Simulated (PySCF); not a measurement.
## Exercise with solution: chemical shift, span and skew from a shielding tensor

(2S)-2-fluorobutane (C₄H₉F), SMILES C([C@H](C)F)C. Atoms are numbered in the order given.

```xyz
14

C      1.5454    -1.2097    -0.6108
C      0.6865     0.0443    -0.7748
C     -0.1839     0.3721     0.4370
C     -1.2784    -0.6410     0.7299
F     -0.7874     1.6174     0.2102
H      2.2050    -1.3579    -1.4885
H      0.9291    -2.1257    -0.5049
H      2.1972    -1.1413     0.2854
H      1.3319     0.9286    -0.9608
H      0.0226    -0.0490    -1.6619
H      0.4695     0.4888     1.3351
H     -0.8504    -1.6266     1.0004
H     -1.9059    -0.2948     1.5741
H     -1.9297    -0.7733    -0.1583
```
Charge 0, spin multiplicity 1.

Geometry optimised at PBE-D3(BJ)/def2-SVP. Other conformers were not sampled.

GIAO shieldings from PBE0/pcSseg-1 (PySCF), non-relativistic, no solvent. The symmetric part of the tensor of C2 has the principal values 135.4, 146.9, 167.5 ppm. The same nucleus in TMS has σ = 186.3 ppm at this level (PySCF, at its B3LYP-D3(BJ)/def2-TZVP geometry).

Task: Work out the isotropic shielding, the ¹³C shift against TMS, the span and the skew.

Result: 
σ(iso) = (σ11 + σ22 + σ33)/3 = 149.9 ppm. δ = σ(ref) − σ(iso) = 186.3 − (149.9) = 36.4 ppm.
Span Ω = σ33 − σ11 = 32.1 ppm. Skew κ = 3(σ(iso) − σ22)/Ω = 0.28. Tumbling in solution averages the tensor to δ; in a static solid the shielding alone would spread this spin-1/2 line over Ω.
